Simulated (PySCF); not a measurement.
Atoms are numbered as in `[CH3:1][c:2]1[p:3][cH:4][c:5]([F:6])[cH:7][p:8]1`. Each H is labelled by its parent atom.

[PySCF 2.14.0 with density-fitted response routines: PBE0/pcSseg-1 with gauge-including orbitals; GFN2-xTB structure; in vacuum; single conformer; fast rotation and ring inversion assumed for equivalent nuclei; relativity neglected]

Referencing at the same level of theory: ¹³C, ¹H against TMS; H3PO4 for ³¹P; ¹⁹F against CFCl3.

```json
{"atoms": "F6", "nucleus": "¹⁹F", "count": "1", "δ (ppm)": "?"}
{"atoms": "C5", "nucleus": "¹³C", "count": "1", "δ (ppm)": "170.5"}
{"atoms": "C1", "nucleus": "¹³C", "count": "1", "δ (ppm)": "29.7"}
{"atoms": "C4/C7", "nucleus": "¹³C", "count": "2", "δ (ppm)": "148.5"}
{"atoms": "C2", "nucleus": "¹³C", "count": "1", "δ (ppm)": "211.7"}
{"atoms": "H(C1)", "nucleus": "¹H", "count": "3", "δ (ppm)": "3.39"}
{"atoms": "P3/P8", "nucleus": "³¹P", "count": "2", "δ (ppm)": "?"}
{"atoms": "H(C4)/H(C7)", "nucleus": "¹H", "count": "2", "δ (ppm)": "8.79"}
```

Q: Complete the table.

A: 
- P3/P8: 285.7 ppm, phosphorus bonded to 2 C, in a 6-membered ring
- F6: -74.4 ppm, aryl fluorine

Shifts are as computed. Against solution values, carbons near 30 ppm lie about +3 ppm off and those near 130 ppm about +5 ppm. Of 1211 compounds with measured shifts, 218 miss one by over three times the rms of a fit or turn the order of signals round; such compounds aren't used in these exercises. Unscaled 19F shifts against computed CFCl3 carry errors that often reach 10 to 50 ppm. Experimental scales use liquid or dissolved standards, which lie at an offset from isolated H3PO4.
